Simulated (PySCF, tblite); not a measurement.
Compound: C8H15P.
Bonds: C1–C2, C2–C3, C2–C4, C4–C5 (double), C5–P6, P6–C7, P6–C8, C8–C9, C4–C9. Hydrogens: H10, H11, H12 on C1; H13 on C2; H14, H15, H16 on C3; H17 on C5; H18, H19, H20 on C7; H21, H22 on C8; H23, H24 on C9.

The geometry is computed with GFN2-xTB (gas phase).

Question: Give the optimised bond lengths and angles.

Answer: 
```
                   bond  length (Å)   order
           C1–C2, C2–C3       1.530  single
                  C2–C4       1.505  single
                  C4=C5       1.329  double
                  C5–P6       1.822  single
                  P6–C7       1.863  single
                  P6–C8       1.869  single
                  C8–C9       1.530  single
                  C4–C9       1.507  single
C1–H10 and 5 like bonds       1.088  single
                 C2–H13       1.098  single
                 C5–H17       1.077  single
 C7–H18, C7–H19, C7–H20       1.088  single
         C8–H21, C8–H22       1.092  single
         C9–H23, C9–H24       1.093  single
```

Bonds in one row agree within 0.01 Å and their mean is given. Orders are formal, as drawn. A selection of angles:
```
   angle  degrees
C1–C2–C3    109.9
C1–C2–C4    112.9
C3–C2–C4    110.2
C2–C4–C5    126.6
C2–C4–C9    118.2
C5–C4–C9    115.2
C4–C5–P6    115.1
C5–P6–C7     97.9
C5–P6–C8     88.8
C7–P6–C8     99.2
P6–C8–C9    108.2
C4–C9–C8    107.9
```

Torsions: C1–C2–C4–C5 14° (synperiplanar); C2–C4–C5–P6 -179° (antiperiplanar); C4–C5–P6–C7 -89° (synclinal); C5–P6–C8–C9 -19° (synperiplanar); P6–C8–C9–C4 23° (synperiplanar); C2–C4–C9–C8 165° (antiperiplanar). The mirror-image conformer, all signs reversed, is as good.

The C–C distances run from 1.329 Å (C4=C5, drawn double) to 1.533 Å (C2–C3, drawn single), a spread of 0.204 Å. The C–P distances run from 1.822 Å (C5–P6, drawn single) to 1.869 Å (P6–C8, drawn single), a spread of 0.047 Å. P6 (phosphine phosphorus) is pyramidal (angles 99.2°, 97.9° and 88.8°, sum 285.9°, 0.96 Å off the plane of its three neighbours). The 5-membered ring C4–C5–P6–C8–C9 has internal angles of 88.8° to 115.2° (sum 535°, against 540° for a flat polygon); it is puckered, 0.10 Å rms from its mean plane, widest ring torsion 23°. Of the pairs four or more bonds apart, C1···H17 is among the closest relative to their van der Waals radii: 2.67 Å, 92 % of the sum of Bondi's values.

Point group: C1 (no symmetry element, even within 0.4 Å). Its GFN2-xTB frequencies are all real (lowest 29 cm⁻¹). One conformer, not necessarily the lowest.
